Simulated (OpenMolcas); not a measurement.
**Tc2+: moving or changing the point charges**

Tc2+ among 6 point charges of -1.7 e arranged as an octahedron (Oh), 2.19 Å from the ion.

| Quantity | Value |
| --- | --- |
| Program | OpenMolcas 26.06 |
| Method | CASSCF |
| Basis | ANO-RCC-VDZP [6s5p3d1f] |
| Scalar Hamiltonian | DKH2, point nucleus |
| Active space | 5 electrons in 5 orbitals (4d) |
| State averaging | 2S+1 = 6 even, 1 root; 2S+1 = 4 even, 24 roots; 2S+1 = 2 even, 75 roots |
| Spin-orbit coupling | RASSI with atomic mean-field integrals over the reference wave functions |

Runs around this geometry, states (labels of O, the rotations of Oh). Energies in cm-1 above the lowest state or level, χT in cm3 K/mol; 10Dq and B are least-squares fits to the states below 45000 cm-1, weighted by degeneracy, with a free offset, and given where the rms deviation is under 5 % of |10Dq| (or 100 cm-1) and under 700 cm-1.

```tsv
R (Å)	q (e)	Ground state	10Dq	B (rms of fit)	First gap with spin-orbit (degeneracies)	χT at 300 K	First state of another spin
2.19	-1.1	6A1	5799	802 (173)	0.1 (2, 4)	4.377	4T1 20228
2.19	-1.7	6A1	8868	803 (310)	0.2 (2, 4)	4.374	4T1 17149
2.42	-1.7	6A1	5694	804 (193)	0.1 (2, 4)	4.377	4T1 20363
```

Taking |10Dq| as R^-n, n = -ln(5694 / 8868) / ln(2.42 / 2.19) = 4.4 between the shortest and longest distance. The point-charge formula for a cubic d site gives n = 5.

Scaling the charges by -1.1 / -1.7 = 0.65 scales |10Dq| by 5799 / 8868 = 0.65; with fixed orbitals a first-order splitting would follow the charge.

Without dynamic correlation the repulsion within the d shell is too large (B by tens of per cent), so at a given field states of lower spin stand too high. Point charges give a weaker field than real ligands, and real ions of this kind are as a rule low spin; the high spin found here belongs to the model. Point charges carry no covalency, so the field is a model and not that of real ligands. No measured value stands beside these numbers.
